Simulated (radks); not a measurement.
The numbers below are computed, except where a source is named.
Polarisability of the cadmium ion Cd3+, [Kr] 4d9, at imaginary frequency. Code: a radial shooting solver on a logarithmic mesh with Libxc functionals. Model: non-relativistic Kohn-Sham, PBE, spin-polarised, spherical densities, point nucleus; open shells are filled with parallel spins first (spin-orbit coupling, left out, can overturn this in heavy ions); relativity is left out, which matters for an element this heavy. Response by self-consistent Sternheimer equations with the Hartree and adiabatic LDA kernel.

w (hartree)  alpha1(iw) (bohr^3)
0.00266                    3.651
0.0143                     3.651
0.0360                     3.649
0.0697                     3.641
0.118                      3.621
0.186                      3.578
0.280                      3.492
0.413                      3.332
0.605                      3.060
0.892                      2.642
1.35                       2.076
2.12                       1.404
3.59                      0.7488
6.94                      0.2820
17.5                     0.06559

Static values: alpha1 = 3.651 bohr^3 (0.5411 angstrom^3; uncoupled 5.402). C6 = 16.14, triple-dipole C9 = 41.53 atomic units. One-pole (London) frequency 4 C6 / (3 alpha1^2) = 1.614 hartree, against 1.689 for minus the highest occupied eigenvalue.
